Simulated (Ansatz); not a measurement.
Job for Ansatz (a program for electronic structure): R-wB97M-V/def2-TZVPPD on AsH3 (SMILES [AsH3]) with ghost functions, monomers drawn apart or pushed together. Files ending in .json are basis or fitting sets from the Basis Set Exchange.

Ansatz 0.2 input:
```yaml
crystal:
  periodic: [false, false, false]
  atoms:
    - {symbol: As, position_ang: [-0.01224252, -0.78093200, 4.52360096]}
    - {symbol: H, position_ang: [-1.48165336, -1.02279787, 4.20518592]}
    - {symbol: H, position_ang: [-0.21944949, 0.72372802, 4.62883499]}
    - {symbol: H, position_ang: [-0.23895848, -0.98160346, 6.02113118]}
basis:
  gaussian:
    orbitals: def2-TZVPPD.json
    ghost_atoms:
      - {symbol: S, position_ang: [-0.28019333, 0.37876062, 0.35636734]}
      - {symbol: H, position_ang: [-0.42542070, -0.95568377, 0.34686382]}
      - {symbol: H, position_ang: [1.00566485, 0.29105727, 0.73162682]}
hamiltonian:
  xc: {name: wB97M-V}
scf: {lower_state_search: off}
```

**Question.** Predict the final total energy.

**Answer.** -2237.5217 hartree.

**Question.** How many basis functions does it have, and what does it roughly cost on one machine?

**Answer.** 190 functions; around 7 core-seconds (rough).
